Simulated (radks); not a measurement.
Values are calculated unless marked as measured or tabulated.
Ionisation ladder of lutetium, from Lu XXVI to Lu LIII (ions without a valid solution omitted). Each ion is in the ground configuration listed by NIST, and IE = E(next ion) - E(this ion). Code: a radial shooting solver on a logarithmic mesh with Libxc functionals. Model: scalar-relativistic Kohn-Sham, SCAN, spin-polarised, spherical densities, finite nucleus; open shells are filled with parallel spins first (spin-orbit coupling, left out, can overturn this in heavy ions); meta-GGA in the generalised Kohn-Sham scheme; Fermi nuclear charge, rms radius 5.37 fm.

| species | configuration | IE, Delta-SCF (eV) | -e(HOMO) (eV) | HOMO | <r> HOMO (bohr) | IE, NIST (eV) | kind | error (eV) |
|---|---|---|---|---|---|---|---|---|
| Lu XXVI | [Kr] 4d10 | 948.44 | 926.64 | 4d | 0.482 | 941 | theory | +7.4 |
| Lu XXVII | [Kr] 4d9 | 993.35 | 971.35 | 4d down | 0.478 | 985 | theory | +8.3 |
| Lu XXVIII | [Kr] 4d8 | 1038.6 | 1016.5 | 4d down | 0.474 | 1032 | theory | +6.6 |
| Lu XXIX | [Kr] 4d7 | 1084.2 | 1061.9 | 4d down | 0.470 | 1081 | theory | +3.2 |
| Lu XXX | [Kr] 4d6 | 1130.1 | 1107.7 | 4d down | 0.465 | 1130 | theory | +0.1 |
| Lu XXXI | [Kr] 4d5 | 1193.2 | 1169.8 | 4d up | 0.461 | 1178 | theory | +15.2 |
| Lu XXXII | [Kr] 4d4 | 1241.3 | 1217.8 | 4d up | 0.457 | 1242 | theory | -0.7 |
| Lu XXXIII | [Kr] 4d3 | 1289.9 | 1266.1 | 4d up | 0.453 | 1292 | theory | -2.1 |
| Lu XXXIV | [Kr] 4d2 | 1338.6 | 1314.8 | 4d up | 0.449 | 1345 | theory | -6.4 |
| Lu XXXV | [Kr] 4d1 | 1387.7 | 1363.8 | 4d up | 0.446 | 1395 | theory | -7.3 |
| Lu XXXVI | [Kr] | 1617.6 | 1594.1 | 4p | 0.442 | 1591 | theory | +26.6 |
| Lu XXXVII | [Ar] 3d10 4s2 4p5 | 1666.1 | 1642.8 | 4p down | 0.440 | 1641 | theory | +25.1 |
| Lu XLIV | [Ar] 3d10 | 3618.1 | 3561.2 | 3d | 0.186 | 3590 | theory | +28.1 |
| Lu XLV | [Ar] 3d9 | 3736.1 | 3678.8 | 3d down | 0.185 | 3706 | theory | +30.1 |
| Lu XLVI | [Ar] 3d8 | 3854.7 | 3797.1 | 3d down | 0.183 | 3828 | theory | +26.7 |
| Lu XLVII | [Ar] 3d7 | 3973.8 | 3916.0 | 3d down | 0.182 | 3960 | theory | +13.8 |
| Lu XLVIII | [Ar] 3d6 | 4093.1 | 4035.2 | 3d down | 0.181 | 4086 | theory | +7.1 |
| Lu XLIX | [Ar] 3d5 | 4260.2 | 4199.3 | 3d up | 0.179 | 4211 | theory | +49.2 |
| Lu L | [Ar] 3d4 | 4386.2 | 4325.0 | 3d up | 0.177 | 4403 | theory | -16.8 |
| Lu LI | [Ar] 3d3 | 4512.8 | 4451.4 | 3d up | 0.176 | 4532 | theory | -19.2 |
| Lu LII | [Ar] 3d2 | 4639.7 | 4578.1 | 3d up | 0.175 | 4673 | theory | -33.3 |
| Lu LIII | [Ar] 3d1 | 4766.8 | 4705.1 | 3d up | 0.174 | 4803 | theory | -36.2 |

Reference values: NIST Atomic Spectra Database (exp. = measured, semi-emp. = semi-empirical, theory = theoretical value adopted there). The ionisation energy per charge of the ion left behind rises most, in proportion, at Lu XLIV ([Ar] 3d10), from 45.029 to 82.230 eV. Open shells are spherical and high-spin; term and fine-structure splittings are not resolved. Spin-orbit splitting is averaged out at the scalar-relativistic level.
